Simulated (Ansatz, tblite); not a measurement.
Cost and result up the ladder for InH2(OH) (InOH3) (5 atoms). The state is a singlet with charge 0. Geometry: PBE-D4/def2-TZVP.

```xyz
5

In   -0.4914   -0.3265   -0.2410
H    -0.5746   -2.0269   -0.4577
H    -1.5623    0.9917   -0.5494
O     1.2854    0.1997    0.5608
H     1.3428    1.1620    0.6873
```

Ansatz on 4 threads of Arm Neoverse V2 on a shared host; xTB runs through tblite on one thread. Times are rough, summed over both states, and most runs start from the orbitals of an earlier one. CCSD(T)/def2-TZVPP serves as the yardstick here, not as an exact answer. The other state is a doublet.

In the def2 sets In takes a core potential; there is no spin–orbit coupling. The xTB rows come from tblite. Correlated methods freeze 5 core orbitals; core or outer-core shells of In are correlated, in sets that lack core-valence functions.

Raw xTB energies of ions are shifted by several eV.

```csv
level,functions,vertical IE (eV),difference from CCSD(T)/def2-TZVPP (eV)
PBE0-D4/def2-TZVP,99,10.47,-0.17
r2SCAN-D4/def2-TZVP,99,10.34,-0.30
GFN1-xTB,19,15.00,4.35
GFN2-xTB,16,14.99,4.34
PBE-D4/def2-TZVP,99,10.23,-0.41
CCSD(T)/def2-TZVPP,123,10.64,0.00
```

(1) Estimate how long each takes.

## Answers

(1) GFN2-xTB 0.003 s; GFN1-xTB 0.005 s; PBE-D4/def2-TZVP 1.4 s; r2SCAN-D4/def2-TZVP 4.1 s; PBE0-D4/def2-TZVP 4.3 s; CCSD(T)/def2-TZVPP 21 s. On shared hardware such times vary by a factor of up to 3.
